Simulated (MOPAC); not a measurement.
Job for MOPAC: AM1 on N2+, 2S+1 = 2, a spin state set in the input, which need not be the lowest, a point of a bond scan (R = 1.168 Å). Charge +1.

```
AM1 1SCF PRECISE CHARGE=1 UHF MS=0.5 THREADS=1
N2

N      0.00000000 1     0.00000000 1     0.00000000 1
N      0.00000000 1     0.00000000 1     1.16820800 1
```

Program output:

```
*******************************************************************************
 **                                                                           **
 **                              MOPAC v23.2.5                                **
 **                                                                           **
 *******************************************************************************
 ** MOPAC's Digital Object Identifier: https://doi.org/10.5281/zenodo.6511958 **
 **                                                                           **
 ** Please cite the open-source release paper for use of this MOPAC version:  **
 ** J. E. Moussa and J. J. P. Stewart (2026)                                  **
 ** MOPAC: An open-source semiempirical molecular orbital program             **
 ** J. Open Source Softw., 11(119), 8025, https://doi.org/10.21105/joss.08025 **
 *******************************************************************************

                              AM1 CALCULATION RESULTS

 *******************************************************************************
 *  AM1        - The AM1 Hamiltonian to be used
 *  UHF        - UNRESTRICTED HARTREE-FOCK CALCULATION
 *
 *
 *
 *                 CHARGE ON SYSTEM = +1
 *
 *
 *
 *  MS=        - IN MECI, MAGNETIC COMPONENT OF SPIN =  0.5
 *  PRECISE    - TIGHTER CRITERIA TO BE USED
 *  1SCF       - DO 1 SCF AND THEN STOP
 *  THREADS=1  - MULTI-THREADING NOT USED
 *  T=         - A TIME OF 172800.0 SECONDS REQUESTED
 *  DUMP=N     - RESTART FILE WRITTEN EVERY 7200.0 SECONDS REQUESTED
 *******************************************************************************
AM1 1SCF PRECISE CHARGE=1 UHF MS=0.5 THREADS=1
 N2

   ATOM   CHEMICAL          X               Y               Z
  NUMBER   SYMBOL      (ANGSTROMS)     (ANGSTROMS)     (ANGSTROMS)

     1       N          0.00000000  *   0.00000000  *   0.00000000  *
     2       N          0.00000000  *   0.00000000  *   1.16820800  *



          CARTESIAN COORDINATES

    NO.       ATOM           X           Y           Z

     1         N          0.0000      0.0000      0.0000
     2         N          0.0000      0.0000      1.1682

  N: (AM1): M.J.S. DEWAR ET AL, J. AM. CHEM. SOC. 107 3902-3909 (1985)

           Empirical Formula: N2  =     2 atoms



      MOLECULAR POINT GROUP   :   D*h


          UHF CALCULATION, NO. OF ALPHA ELECTRONS =    5
                           NO. OF BETA  ELECTRONS =    4

 -------------------------------------------------------------------------------
 AM1 1SCF PRECISE CHARGE=1 UHF MS=0.5 THREADS=1
 N2



     1SCF WAS SPECIFIED, SO BFGS WAS NOT USED
     SCF FIELD WAS ACHIEVED


                              AM1 CALCULATION
                                                       MOPAC v23.2.5 Linux




          FINAL HEAT OF FORMATION =        350.70370 KCAL/MOL =    1467.34430 KJ/MOL


          COSMO AREA              =         55.15 SQUARE ANGSTROMS
          COSMO VOLUME            =         37.41 CUBIC ANGSTROMS

          IONIZATION POTENTIAL    =         24.395066 EV
          ALPHA SOMO LUMO (EV)    =        -24.972 -9.126
          BETA  SOMO LUMO (EV)    =        -24.395-14.280
          NO. OF ALPHA ELECTRONS  =          5
          NO. OF BETA  ELECTRONS  =          4
          MOLECULAR WEIGHT        =         28.0134         POINT GROUP:  D*h

          MOLECULAR DIMENSIONS (Angstroms)

            Atom       Atom       Distance
            N     2    N     1     1.16821
            N     2    N     1     0.00000
            N     1    N     2     0.00000


          SCF CALCULATIONS        =          1





   ATOM   CHEMICAL          X               Y               Z
  NUMBER   SYMBOL      (ANGSTROMS)     (ANGSTROMS)     (ANGSTROMS)

     1       N          0.00000000  *   0.00000000  *   0.00000000  *
     2       N          0.00000000  *   0.00000000  *   1.16820800  *

                             CARTESIAN COORDINATES

   1    N        0.000000000     0.000000000     0.000000000
   2    N        0.000000000     0.000000000     1.168208000


           Empirical Formula: N2  =     2 atoms



      MOLECULAR POINT GROUP   :   D*h


          ALPHA EIGENVALUES
 -49.16954 -32.57487 -25.59162 -24.97201 -24.97201  -9.12580  -9.12580  -3.98515


           BETA EIGENVALUES
 -48.51905 -28.96362 -24.39507 -24.39507 -14.28035  -8.64299  -8.64299  -3.34714


              NET ATOMIC CHARGES AND DIPOLE CONTRIBUTIONS

  ATOM NO.   TYPE          CHARGE      No. of ELECS.   s-Pop       p-Pop
    1          N           0.500000        4.5000     1.76760     2.73240
    2          N           0.500000        4.5000     1.76760     2.73240
 DIPOLE           X         Y         Z       TOTAL
 POINT-CHG.     0.000     0.000     0.000     0.000
 HYBRID        -0.000     0.000    -0.000     0.000
 SUM           -0.000     0.000     0.000     0.000


          ATOMIC ORBITAL ELECTRON POPULATIONS

     Atom    s        px        py        pz
    1  N   1.76760   1.00000   1.00000   0.73240
    2  N   1.76760   1.00000   1.00000   0.73240


                    (SZ)    =    0.500000
                    (S**2)  =    0.761278


          ATOMIC ORBITAL SPIN POPULATIONS

    Atom   Total    s     px     py     pz
         Atomic
    1  N  0.5000  0.075 -0.000 -0.000  0.425
    2  N  0.5000  0.075  0.000  0.000  0.425

 **********************
 *                    *
 * JOB ENDED NORMALLY *
 *                    *
 **********************




 == MOPAC DONE ==
```

The run finished.

Cost: around 0.020 core-seconds (rough).
